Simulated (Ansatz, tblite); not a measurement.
Spin states of the cluster SiSn₂⁻, each relaxed with r2SCAN-D4/def2-TZVPD in Ansatz. Electronic energies in the gas phase.

In the def2 sets Sn takes a core potential; there is no spin–orbit coupling. The xTB rows come from tblite. B3LYP takes the VWN-RPA correlation. Correlated methods freeze 13 core orbitals; core or outer-core shells of Sn are correlated, in sets that lack core-valence functions. In CCSD on the charge -1 quartet the largest single amplitude is 0.26, so its Hartree–Fock determinant may place the open shell otherwise than the density functionals do. The structure comes from a short search, and lower isomers may exist.

Doublet geometry (C2v within 0.1 Å):

Cartesian coordinates in Å:
```
Si -1.1849 0.6116 -0.1996
Sn 1.2235 1.0091 0.3733
Sn -0.0387 -1.6206 -0.1738
```

Quartet geometry (C2v within 0.1 Å):

Cartesian coordinates in Å:
```
Si 1.3309 0.1158 0.2418
Sn -0.8225 -0.9104 1.1539
Sn -0.5085 0.7945 -1.3957
```

⟨S²⟩: doublet 0.76 at PBE0-D4/def2-TZVPD (pure 0.75), quartet 3.84 at PBE0-D4/def2-TZVPD (pure 3.75).

Run but left out: HF/def2-TZVPD, HF/def2-TZVPPD, B2PLYP/def2-TZVPD, MP2/def2-TZVPD, MP2/def2-TZVPPD (quartet: ⟨S²⟩ 3.94 to 4.32, where a pure state has 3.75).

Only these spin states were relaxed.

(1) Estimate which spin state lies lowest at each of these levels, and by how much: GFN2-xTB; BLYP-D4/def2-TZVPD; r2SCAN-D4/def2-TZVPD; B3LYP-D4/def2-TZVPD; PBE0-D4/def2-TZVPD; RPA@PBE/def2-TZVPD; CCSD/def2-TZVPPD; CCSD(T)/def2-TZVPPD.

Answers

(1) 
| level | quartet − doublet (kcal/mol) | lowest of these | remarks |
| --- | --- | --- | --- |
| GFN2-xTB | 42.8 | doublet | – |
| BLYP-D4/def2-TZVPD | 29.7 | doublet | HOMO above zero (doublet), HOMO above zero (quartet) |
| r2SCAN-D4/def2-TZVPD | 27.5 | doublet | HOMO above zero (quartet) |
| B3LYP-D4/def2-TZVPD | 30.0 | doublet | HOMO above zero (quartet) |
| PBE0-D4/def2-TZVPD | 28.9 | doublet | HOMO above zero (quartet) |
| RPA@PBE/def2-TZVPD | 29.3 | doublet | – |
| CCSD/def2-TZVPPD | 28.7 | doublet | large T1 (0.052) (quartet), spin-contaminated (⟨S²⟩ 0.86) (doublet), spin-contaminated (⟨S²⟩ 4.32) (quartet) |
| CCSD(T)/def2-TZVPPD | 30.9 | doublet | large T1 (0.052) (quartet), spin-contaminated (⟨S²⟩ 0.86) (doublet), spin-contaminated (⟨S²⟩ 4.32) (quartet) |

Change of the quartet − doublet gap on mixing in exact exchange, in kcal/mol: BLYP to B3LYP (20 % exact exchange) 0.3. The xTB methods have no term that favours high spin, so they put low spin too low.
